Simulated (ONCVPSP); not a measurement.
# Potentials for arsenic (As) compared

Generated with ld1.x 7.5 (TM, RRKJ, ultrasoft, PAW), atompaw 4.2 or ONCVPSP 4.0.1. The cutoff is in Ry: for ld1.x and atompaw files where the sum of valence levels is converged to 10 mRy in a Bessel basis, for ONCV files where the hardest occupied wave has 1 mHa per electron of residual kinetic energy. The error is the largest all-electron minus pseudo excitation energy over each file’s own four to seven test configurations (ionisations up to +4, promotions, holes and added fractions of an electron), all of which were solved. The labels leave out finer settings (local radius, basis sizes, second energies), which also bear on the numbers. Spin-polarised tests are not counted. The rows are a selection from randomly drawn settings: files with unsolved tests, undetermined cutoffs or missed reference levels are left out.

A true bound ghost makes a file unfit for plane-wave use even where its test errors are small: the radial tests pick states by their node count and pass the ghost by.

| potential | cutoff (Ry) | largest error (meV) | bound ghosts |
| --- | --- | --- | --- |
| ONCV, PBE, scalar-relativistic, rc 1.40/1.00/1.00 (spd), local d, core correction yes, reference 3p6 3d10 4s2 4p3, qcut 3.6/15.9/16.3, projectors 2/2/0 | 212 | -30 | s |
| ONCV, PW91, scalar-relativistic, rc 1.75/1.80/1.35 (spd), local smoothed, core correction yes, reference 4s1.5 4p3.5, qcut 4.1/3.8/7.7, projectors 2/2/2 | 26 | -1.4 | d |
| ONCV, LDA (Perdew-Zunger), scalar-relativistic, rc 0.95/0.85/1.15 (spd), local smoothed, core correction yes, reference 3s2 3p6 3d10 4s2 4p3, qcut 10.4/12.7/10.8, projectors 2/2/2 | 235 | -17 | none |
| ONCV, Wu-Cohen, scalar-relativistic, rc 1.70/2.15 (sp), local smoothed, core correction yes, reference 4s2 4p3, qcut 4.2/3.1, projectors 2/1 | 22 | -144 | none |
| ONCV, LDA (Perdew-Zunger), scalar-relativistic, rc 1.35/1.80/0.95 (spd), local smoothed, core correction yes, reference 3d10 4s2 4p3, qcut 4.1/4.5/16.5, projectors 1/2/2 | 240 | -13 | s |

Question: Fill in the row for As: ONCV, PBE, scalar-relativistic, rc 1.50/1.65/1.70 (spd), local smoothed, core correction no, reference 4s1 4p4, qcut 4.9/4.4/6, projectors 2/2/2.

Answer: cutoff 20 Ry, largest error -24 meV, bound ghosts: d.

Question: Fill in the row for As: ONCV, PBE, scalar-relativistic, rc 1.05/0.85/1.25/1.35 (spdf), local smoothed, core correction yes, reference 3s2 3p6 3d10 4s2 4p1, qcut 13.8/12.5/14.1/7.1, projectors 2/2/1/1.

Answer: cutoff 151 Ry, largest error -3.7 meV, bound ghosts: none.
